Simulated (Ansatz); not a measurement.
A structure relaxed at PBE0-D4/def2-TZVP, charge 0, multiplicity 1:

```tsv
atom	x (Å)	y (Å)	z (Å)
O1	1.736	1.553	-1.066
Ga2	1.134	0.060	-0.282
Si3	-0.996	0.256	0.800
Se4	-2.376	-1.262	-0.236
H5	2.558	1.438	-1.548
H6	2.002	-1.240	-0.453
H7	-1.662	1.561	0.557
H8	-0.951	0.015	2.268
H9	-1.446	-2.382	-0.039
```

Give its formula and SMILES.

GaH5OSeSi, `[OH][GaH][SiH2][SeH]`.

Summarise the bond lengths by kind.

1 × Ga–O 1.791 Å; 1 × H–O 0.960 Å; 1 × Ga–Si 2.396 Å; 1 × Ga–H 1.573 Å; 1 × Se–Si 2.299 Å; 2 × H–Si 1.485 to 1.489 Å; 1 × H–Se 1.470 Å.

Results of the Gaussian-basis code of Ansatz.
